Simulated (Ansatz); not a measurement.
Isolated molecules relaxed with PBE0-D4/def2-TZVP in Ansatz; ΔE leaves out vibrations. CCSD(T)/CBS is the MP2 limit (def2-TZVPP, def2-QZVPP) plus CCSD(T) − MP2 in def2-TZVPP, frozen cores. This one scheme is used for every species. Double bonds are as drawn, so ΔE can hold a change between cis and trans. Each species was taken in one conformer, which may not be the lowest.

Consider the ligand exchange at the Si–C bond: `[SiH3]C([SiH3])S` + `B/C=C/O` → `B/C=C/O[SiH3]` + `[SiH3]CS`.

```json
{"level": "SCS-MP2/def2-QZVPP", "ΔE (kcal/mol)": "-17.8"}
{"level": "MP2/CBS(def2)", "ΔE (kcal/mol)": "-16.1"}
```

(1) What does CCSD(T)/CBS give? (Best estimate.)

Largest T1 diagnostic among the species: 0.013.

Results:

(1) Computed: -16.3 kcal/mol. The listed levels differ from it by -1.5, 0.2 kcal/mol.

The D4 term adds +1.9 kcal/mol with B3LYP and +1.0 kcal/mol with PBE0; it sums over pairs of atoms, weighted by their polarisabilities, and B3LYP, whose exchange is more repulsive, gets the larger term. From PBE to PBE0 (25 % exact exchange), in def2-TZVPP and without D4, ΔE moves by −0.9 kcal/mol. In def2-TZVPP, CCSD(T) changes the Hartree–Fock value by +6.0 kcal/mol (the triples alone add +1.0 kcal/mol) and MP2 by +6.2 kcal/mol.

B3LYP here is the variant with VWN-RPA as its local correlation; programs differ in this.
